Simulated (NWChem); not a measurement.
System: AgNH3I; SMILES [NH3]->[Ag][I]

The following NWChem deck was run.

```
start job
memory heap 200 mb stack 900 mb global 1100 mb
geometry units angstroms noautosym nocenter noautoz
  Ag     0.000287    -1.092017     0.000021
  I     -0.000497     1.479902    -0.000026
  N      0.003249    -3.293171     0.000067
  H      0.850501    -3.671006    -0.423469
  H     -0.785940    -3.674566    -0.521170
  H     -0.052332    -3.672927     0.944877
end
basis spherical
  * library def2-svpd
end
ecp
  Ag library def2-ecp
  I library def2-ecp
end
dft
  xc pbe0
  iterations 150
end
property
  response 1 0.0
end
task dft property
```

Structure relaxed at the PBE0/def2-SVP level. No frequency run checked for a minimum. def2 effective core potentials on Ag, I; no spin-orbit coupling.

Static field.

Problem. Give the results of this calculation. (PBE0/def2-SVPD with def2 effective core potentials on Ag, I.) Quantities: isotropic polarisability (bohr³); anisotropy (bohr³).

Solution. 
```yaml
isotropic polarisability (bohr³): 80.0
anisotropy (bohr³): 42.0
```
